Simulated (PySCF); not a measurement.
InH₂Cl, SMILES [Cl][InH2].

Coordinates come from a PBE-D3(BJ)/def2-TZVP optimisation. The def2 effective core potentials stand for the cores of In; spin–orbit coupling is left out.

Calculation: M06-2X/def2-TZVPD (PySCF).

The molecule is in vacuum.

Q: Estimate the frontier levels, gap, dipole moment and polarisability. (Estimate from the structure and the level; the computed values follow.)

A: 
highest occupied level: -9.46 eV
lowest empty level: -1.57 eV
orbital gap: 7.89 eV
dipole moment: 3.13 D
quadrupole, principal values (traceless, Buckingham form, about the centre of nuclear charge): -4.87, -2.12, 6.99 D·Å
mean static polarisability: 52.4 bohr³ (7.76 Å³)
polarisability, principal values: 40.5, 54.0, 62.7 bohr³
